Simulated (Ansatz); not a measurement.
Program: Ansatz. Geometries: PBE0-D4/def2-TZVP. ΔE: electronic, gas phase. CBS: MP2 limit from def2 TZ/QZ plus the TZ coupled-cluster correction, frozen cores. Functionals use def2-TZVPP. For Se, Ti outer-core shells are correlated without core-valence functions, which leaves a few kJ/mol of doubt a bond. Scalar relativity is left out up to krypton. One conformer a species, not always the lowest.

Reaction (substitution at a C–C bond): `CC1(F)OCO1` + `[OH][Ti]([F])([Cl])[SeH]` → `C[Se][Ti]([OH])([F])[Cl]` + `FC1OCO1`

`CC1(F)OCO1`:

```xyz
11

C    -0.549   -1.324   -0.500
C     0.338   -0.132   -0.334
F     1.398   -0.251   -1.181
O    -0.268    1.122   -0.483
C     0.215    1.431    0.815
O     0.781    0.139    0.968
H    -0.898   -1.372   -1.532
H    -1.403   -1.244    0.171
H     0.015   -2.228   -0.270
H     0.962    2.232    0.818
H    -0.591    1.627    1.529
```

`[OH][Ti]([F])([Cl])[SeH]`:

Cartesian coordinates in Å:
```
O -0.387 -0.994 1.390
Ti 0.172 -0.284 -0.111
F -0.615 -0.952 -1.520
Cl 2.346 -0.485 -0.340
Se -0.440 2.040 0.095
H -1.032 -1.576 1.794
H -0.043 2.253 -1.308
```

`C[Se][Ti]([OH])([F])[Cl]`:

Z-matrix (Å, degrees):
```
C
Se 1 1.965
H 1 1.088 2 109.5
H 1 1.088 2 106.6 3 -119.1
H 1 1.089 2 110.3 3 122.1
Ti 2 2.389 1 94.2 3 -72.3
F 6 1.755 2 107.1 1 -54.0
O 6 1.755 2 104.7 1 -175.7
Cl 6 2.204 2 108.4 1 63.4
H 8 0.957 6 147.1 2 110.8
```

`FC1OCO1`:

```xyz
8

F     0.393   -0.975   -1.706
C     0.302    0.090   -0.882
O     0.960   -0.122    0.326
C    -0.314   -0.029    0.950
O    -0.956    0.199   -0.298
H     0.634    0.966   -1.449
H    -0.390    0.829    1.624
H    -0.628   -0.958    1.435
```

Q: Is it downhill or uphill in electronic energy at CCSD(T)/CBS, and by how much? (Best estimate.)

A: The calculation gave: Uphill: ΔE = +33.8 kJ/mol.

Q: What do these levels give: PBE-D4, ωB97M-V, PBE, r2SCAN, HF/def2-TZVPP, MP2/def2-TZVPP, SCS-MP2/def2-TZVPP, CCSD/def2-TZVPP, CCSD(T)/def2-TZVPP, MP2/def2-QZVPP, SCS-MP2/def2-QZVPP, CCSD/CBS(def2)? (An estimate is asked.)

A: The calculation gave: PBE-D4 30.7, ωB97M-V 39.5, PBE 32.2, r2SCAN 38.5, HF/def2-TZVPP 43.5, MP2/def2-TZVPP 29.2, SCS-MP2/def2-TZVPP 29.8, CCSD/def2-TZVPP 36.0, CCSD(T)/def2-TZVPP 33.2, MP2/def2-QZVPP 29.8, SCS-MP2/def2-QZVPP 30.3, CCSD/CBS(def2) 36.6 kJ/mol.

Largest T1 diagnostic among the species: 0.023, so the coupled-cluster value is less sure than usual.

In def2-TZVPP, CCSD(T) changes the Hartree–Fock value by −10.4 kJ/mol (the triples alone add −2.8 kJ/mol) and MP2 by −14.3 kJ/mol. From PBE to PBE0 (25 % exact exchange), in def2-TZVPP and without D4, ΔE moves by +4.3 kJ/mol.
